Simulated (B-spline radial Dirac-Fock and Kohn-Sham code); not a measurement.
## Isotope-shift constants of the inner levels of I⁷⁺

System: the I⁷⁺ ion, 1s2 2s2 2p6 3s2 3p6 3d10 4s2 4p6 4d10.

Calculated with an atomic code on a B-spline grid, using first-order field-shift and mass-shift constants from Dirac-Fock ground and hole states with a Fermi nucleus; the mass shift has no relativistic recoil terms. A binding energy shifts by δE = F·δ⟨r²⟩ + (K_N + K_S)·δ(1/M); F is taken for a change of radius at fixed skin thickness and so holds the higher radial moments.

| level | F (meV/fm²) |
| --- | --- |
| K (1s) | -109.3 |
| L1 (2s) | -12.99 |
| L2 (2p1/2) | 0.4319 |
| L3 (2p3/2) | 0.7226 |
| M1 (3s) | -2.597 |
| M2 (3p1/2) | 0.1090 |
| M3 (3p3/2) | 0.1748 |
| M4 (3d3/2) | 0.1548 |
| M5 (3d5/2) | 0.1509 |

The mass shift is not given and not included below: at this Z its relativistic corrections are large. It matters little for K lines but can be comparable with the field shift of L lines.
